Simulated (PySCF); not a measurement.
## Polarisability and C₆ of C (carbon, neutral)

[He] 2s1 2p3, high-spin 5S determinant (an excited configuration). Computed with PySCF 2.14 in aug-cc-pVQZ-DK, with the spin-free X2C one-electron Hamiltonian (Gaussian nucleus). Coupled (time-dependent) response in atomic units; α is the mean over directions.

```json
{"method": "UHF", "mean α (bohr³)": "8.724", "C₆ (like pair)": "31.15", "S(−4)": "37.55"}
{"method": "PBE", "mean α (bohr³)": "11.37", "C₆ (like pair)": "43.00", "S(−4)": "80.23"}
{"method": "PBE0", "mean α (bohr³)": "10.38", "C₆ (like pair)": "38.52", "S(−4)": "61.93"}
{"method": "BP86", "mean α (bohr³)": "11.40", "C₆ (like pair)": "43.30", "S(−4)": "79.10"}
{"method": "r2SCANh", "mean α (bohr³)": "10.25", "C₆ (like pair)": "38.83", "S(−4)": "56.86"}
```

S(−4) is the Cauchy moment in α(ω) = α(0) + S(−4) ω² + …

α(iu) at PBE:

```csv
u (hartree),α(iu) (bohr³)
0,11.37
0.0500,11.17
0.100,10.64
0.200,9.067
0.300,7.447
0.500,5.013
0.750,3.247
1.00,2.248
1.50,1.245
2.00,0.7853
3.00,0.3933
5.00,0.1579
```
